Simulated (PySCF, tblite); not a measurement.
Isomers of C6H15ClSi. Calculated harmonic vibrations of the isolated species, GFN2-xTB (tblite), most abundant isotopes, no scaling. This tight-binding method is rough: wavenumbers can miss measured ones by several per cent, in bad cases by 10 to 20. Modes of hydrogen on silicon can be 10 to 20 % off. One conformer each.

Electronic energies: PBE0/pcSseg-1 single points on the GFN2-xTB geometries (PySCF, gas phase).

```
               SMILES  electronic energy, lowest = 0 (kcal/mol)
  CCC[Si@@H](Cl)C(C)C                                       0.0
     CCC[Si@H](CC)CCl                                      31.2
CCCC[C@](C)([SiH3])Cl                                      43.4
```

How do GFN2-xTB zero-point energies change the relative energies?

```csv
SMILES,ZPE (kcal/mol),of it from modes above 1550 cm⁻¹,electronic (kcal/mol),"with ZPE, lowest = 0 (kcal/mol)",lowest mode (cm⁻¹),rings
CCC[Si@@H](Cl)C(C)C,123.3,63.3,0.0,0.0,34,0
CCC[Si@H](CC)CCl,122.2,63.2,31.2,30.1,23,0
CCCC[C@](C)([SiH3])Cl,120.1,61.2,43.4,40.1,56,0
```

The zero-point energies span 3.2 kcal/mol, from `CCCC[C@](C)([SiH3])Cl` to `CCC[Si@@H](Cl)C(C)C`. The order is unchanged.

And how do the electronic energies of GFN2-xTB itself compare?

`CCC[Si@@H](Cl)C(C)C` 0.0; `CCC[Si@H](CC)CCl` 37.3; `CCCC[C@](C)([SiH3])Cl` 18.8 kcal/mol, lowest = 0. Against the energies above, taken from the same isomer `CCC[Si@@H](Cl)C(C)C`, the largest difference is 24.6 kcal/mol.
